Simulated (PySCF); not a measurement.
**SMILES C[C@H]1C[SiH2]O[Si@@H]1[SiH3], C$_{3}$H$_{12}$OSi$_{3}$**

Cartesian coordinates in Å; atom numbers follow the order of the lines, from 1:
```xyz
19

C    -1.7136    1.0071    1.0130
C    -0.8330   -0.0085    0.2939
C    -1.4305   -0.4366   -1.0573
Si   -0.0120   -1.1339   -2.1194
O     1.2389   -0.3632   -1.3966
Si    0.9737    0.5557   -0.0537
Si    2.5445   -0.0385    1.5094
H    -1.8099    1.9171    0.4236
H    -1.2825    1.2719    1.9769
H    -2.7128    0.6064    1.1843
H    -0.7789   -0.9049    0.9258
H    -1.8441    0.4460   -1.5524
H    -2.2634   -1.1258   -0.9108
H    -0.0344   -0.6934   -3.5079
H     0.2241   -2.5632   -1.9403
H     0.9537    1.9454   -0.5425
H     2.5943   -1.4677    1.8413
H     2.2661    0.6578    2.7716
H     3.9101    0.3376    1.1339
```

Computed, not measured: PySCF 2.14.0, TDDFT CAM-B3LYP/def2-SVPD circular dichroism and optical rotation, one conformer, gas phase. Geometry: GFN2-xTB.

Q: Draw the ECD and absorption spectra from the lowest 12 states, each a Gaussian of half-width 0.2 eV at 1/e height.

A: 
| E (eV) | λ (nm) | Δε (L mol⁻¹ cm⁻¹) | ε (L mol⁻¹ cm⁻¹) |
| --- | --- | --- | --- |
| 5.98 | 207 | -0.03 | 4.5 |
| 6.08 | 204 | -0.30 | 42.8 |
| 6.18 | 201 | -1.72 | 246 |
| 6.28 | 197 | -6.03 | 863 |
| 6.38 | 194 | -13.09 | 1860 |
| 6.48 | 191 | -18.30 | 2510 |
| 6.58 | 188 | -18.35 | 2340 |
| 6.68 | 186 | -15.08 | 1840 |
| 6.78 | 183 | -8.41 | 1710 |
| 6.88 | 180 | +2.65 | 2220 |
| 6.98 | 178 | +10.72 | 3080 |
| 7.08 | 175 | +2.92 | 3470 |
| 7.18 | 173 | -23.08 | 3260 |
| 7.28 | 170 | -49.80 | 2880 |
| 7.38 | 168 | -55.62 | 2370 |
| 7.48 | 166 | -42.95 | 2480 |
| 7.58 | 164 | -38.21 | 5880 |
| 7.68 | 161 | -53.86 | 15200 |
| 7.78 | 159 | -63.32 | 26300 |
| 7.88 | 157 | -32.13 | 28800 |
| 7.98 | 155 | +28.33 | 20600 |

Δε uses R in velocity form, ε uses f in length form. Only the states computed contribute, so the short-wavelength end is incomplete.
